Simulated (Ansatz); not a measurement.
**From C to Sn: the vertical ionisation energy**

One atom is swapped for its congeners: CH4 (methane) `C`; SiH4 (silane) `[SiH4]`; GeH4 `[GeH4]`; SnH4 `[SnH4]`. All are singlets with charge 0.

Shapes, held fixed at every level: PBE0-D4/def2-TZVP. Programs: Ansatz 0.2.0. Values in eV.

| level | CH4 | GeH4 | SnH4 |
| --- | --- | --- | --- |
| HF/def2-TZVPP | 13.25 | 11.64 | 10.92 |
| PBE-D4/def2-TZVPP | 13.96 | 11.91 | 11.22 |
| B3LYP-D4/def2-TZVPP | 14.17 | 12.23 | 11.55 |
| wB97M-V/def2-TZVPP | 14.16 | 12.30 | 11.68 |
| B2PLYP/def2-TZVPP | 14.25 | 12.34 | 11.61 |
| CCSD(T)/def2-TZVPP | 14.36 | 12.47 | 11.71 |

Question: Estimate the column for SiH4 from its neighbours.

Answer: The mean of the neighbours at CCSD(T)/def2-TZVPP is 13.41 eV, against 12.78 from the run: the member lies nearer Ge. All rows: HF/def2-TZVPP 11.95; PBE-D4/def2-TZVPP 12.15; B3LYP-D4/def2-TZVPP 12.49; wB97M-V/def2-TZVPP 12.59; B2PLYP/def2-TZVPP 12.64; CCSD(T)/def2-TZVPP 12.78 eV. At CCSD(T)/def2-TZVPP the vertical ionisation energy falls at every step, from 14.36 to 11.71 eV. Every level shows the same order. For atoms past krypton def2 sets carry core potentials with scalar relativity. Relativity is left out for Ge unless named. Correlated rows may include outer-core shells of Ge, Sn, which these sets cover unevenly.
